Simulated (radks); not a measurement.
The numbers below are computed, except where a source is named.
Problem. The argon ion Ar11+, 7 electrons, occupied as [He] 2s2 2p3. Level of theory: scalar-relativistic Kohn-Sham, r2SCAN, spin-polarised, spherical densities, finite nucleus; open shells are filled with parallel spins first; meta-GGA in the generalised Kohn-Sham scheme; Fermi nuclear charge, rms radius 3.4274 fm (a radial shooting solver on a logarithmic mesh with Libxc functionals). Some entries of the table are withheld. Estimate them.

| orbital | occ. | eigenvalue (hartree) | <r> (bohr) |
|---|---|---|---|
| 1s up | 1 | -130.8721 | 0.08557 |
| 1s down | 1 | -130.3987 | 0.08520 |
| 2s up | 1 | (1) | 0.3810 |
| 2s down | 1 | (2) | 0.3872 |
| 2p up | 3 | -21.78278 | 0.3356 |
| 2p down | 0 | -20.73653 | 0.3434 |

Solution. 
(1) 2s up eigenvalue (hartree): -23.84083
(2) 2s down eigenvalue (hartree): -22.98447
